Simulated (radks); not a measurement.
Task: Coherent X-ray form factor from a spherical all-electron density. All-electron calculation, Dirac Kohn-Sham, PBE, spin-unpolarised, spherical densities, finite nucleus; Fermi nuclear charge, rms radius of each element as measured or else 0.836 A^(1/3) + 0.57 fm. Program: a radial shooting solver on a logarithmic mesh with Libxc functionals.

sin(theta)/lambda (1/angstrom)  f0 (electrons)
0.05                                    60.361
0.1                                     58.552
0.15                                    55.862
0.2                                     52.658
0.25                                    49.286
0.3                                     45.999
0.4                                     40.167
0.5                                     35.424
0.6                                     31.509
0.8                                     25.354
1                                       21.000
1.25                                    17.522
1.5                                     15.241
2                                       11.626

The species is in the configuration that NIST lists as its ground one. Which atom or ion scatters so?

Result: The gadolinium ion Gd3+, [Xe] 4f7. Extrapolating in s^2 from the first two rows gives f0(0) = 61.0, near the electron count 61; among species with that count, the fall with angle is slower the higher Z, and the table is that of Z = 64; from so few rows the species is fixed only to a neighbour or two.
